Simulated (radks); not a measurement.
The arsenic anion As3-, [Kr], held by a Watson sphere: a shell of charge +3 at radius R that stands for the Madelung well of a crystal (potential energy -3/R inside, -3/r outside, in hartree with lengths in bohr). Method: scalar-relativistic Kohn-Sham, PBE, spin-polarised, spherical densities, finite nucleus; Fermi nuclear charge, rms radius of each element as measured or else 0.836 A^(1/3) + 0.57 fm; computed with a radial shooting solver on a logarithmic mesh with Libxc functionals. Response by self-consistent Sternheimer equations with the Hartree and adiabatic LDA kernel, the relativistic mass of each level held fixed and spin-orbit coupling left out. The sphere does not respond.

| R (bohr) | e(3d) (eV) | e(4s) (eV) | e(4p) (eV) | <r> 4p (bohr) | sum of <r^2> (bohr^2) | X-ray form factor at sin(theta)/lambda = 0.2 1/angstrom | alpha (bohr^3) |
|---|---|---|---|---|---|---|---|
| 2.54 | -38.598 | -15.609 | -7.019 | 2.559 | 64.80 | 26.316 | 43.77 |
| 2.67 | -38.374 | -15.190 | -6.764 | 2.613 | 66.99 | 26.254 | 47.96 |
| 2.69 | -38.344 | -15.128 | -6.725 | 2.621 | 67.33 | 26.245 | 48.64 |
| 3.29 | -37.708 | -13.552 | -5.609 | 2.865 | 77.84 | 26.077 | 74.58 |
| 3.46 | -37.583 | -13.196 | -5.322 | 2.933 | 80.93 | 26.056 | 84.17 |
| 3.53 | -37.536 | -13.059 | -5.208 | 2.960 | 82.21 | 26.050 | 88.45 |
| 4.41 | -37.058 | -11.776 | -3.996 | 3.299 | 99.23 | 26.057 | 162.5 |
| 4.79 | -36.905 | -11.414 | -3.590 | 3.441 | 107.2 | 26.082 | 208.8 |
| 5.03 | -36.820 | -11.228 | -3.365 | 3.529 | 112.4 | 26.098 | 243.6 |
